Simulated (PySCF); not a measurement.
**How far are cheaper levels from CCSD(T)/CBS for GaI?**

PySCF; the state is a singlet (closed shell). The composite is CCSD(T) extrapolated to the basis-set limit from two correlation-consistent sets, with core-valence (CV) and scalar-relativistic (SR) terms as its label shows; it has no spin–orbit coupling and nothing beyond (T). Here it is CCSD(T)/CBS(DT). It gives Re = 2.584 Å, ωe = 217 cm⁻¹ and De = 3.71 eV to Ga + I.

| level | basis | relativity | Re (Å) | ωe (cm⁻¹) | De (eV) |
| --- | --- | --- | --- | --- | --- |
| RHF-CCSD | cc-pVDZ-PP | scalar-relativistic core potentials | 2.621 | 217 | 3.39 |
| RHF-CCSD | def2-SVP | scalar-relativistic core potentials | 2.592 | 223 | 3.41 |
| RHF-CCSD | x2c-TZVPPall | spin-free X2C | 2.573 | 224 | 3.59 |
| PBEsol | cc-pVDZ-PP | scalar-relativistic core potentials | 2.605 | 216 | 4.10 |
| BLYP | x2c-TZVPPall | spin-free X2C | 2.636 | 202 | 3.74 |
| r²SCAN | cc-pVDZ-PP | scalar-relativistic core potentials | 2.606 | 217 | 3.82 |
| r²SCAN | def2-SVP | scalar-relativistic core potentials | 2.583 | 222 | 3.87 |
| B3LYP | x2c-TZVPPall | spin-free X2C | 2.614 | 209 | 3.71 |
| PBE0 | cc-pVTZ-PP | scalar-relativistic core potentials | 2.597 | 214 | 3.78 |
| PBE0 | x2c-TZVPPall | spin-free X2C | 2.586 | 217 | 3.82 |

Question: Give the difference of each row from the composite.

Answer: 

```csv
level,basis,ΔRe (pm),Δωe (%),ΔDe (eV)
RHF-CCSD,cc-pVDZ-PP,+3.7,+0.0,-0.32
RHF-CCSD,def2-SVP,+0.8,+2.8,-0.30
RHF-CCSD,x2c-TZVPPall,-1.1,+3.2,-0.12
PBEsol,cc-pVDZ-PP,+2.1,-0.5,+0.39
BLYP,x2c-TZVPPall,+5.2,-6.9,+0.03
r²SCAN,cc-pVDZ-PP,+2.2,+0.0,+0.11
r²SCAN,def2-SVP,-0.1,+2.3,+0.16
B3LYP,x2c-TZVPPall,+3.0,-3.7,+0.00
PBE0,cc-pVTZ-PP,+1.3,-1.4,+0.07
PBE0,x2c-TZVPPall,+0.2,+0.0,+0.11
```

Question: Which rows come closest in De?

Answer: B3LYP in x2c-TZVPPall (+0.00 eV), counted from the composite.

Correlated steps freeze the inner cores (8 to 27 orbitals); shallow outer-core shells are correlated. Correlated levels converge slowly with the basis: in double zeta they bind strong bonds too weakly, by up to about 1 eV, and carry superposition errors of some tenths. These are scalar-relativistic numbers at best; spin–orbit coupling would shift them, the dissociation energy most. Where the molecule has an RHF reference, its open-shell atoms are computed with UHF.
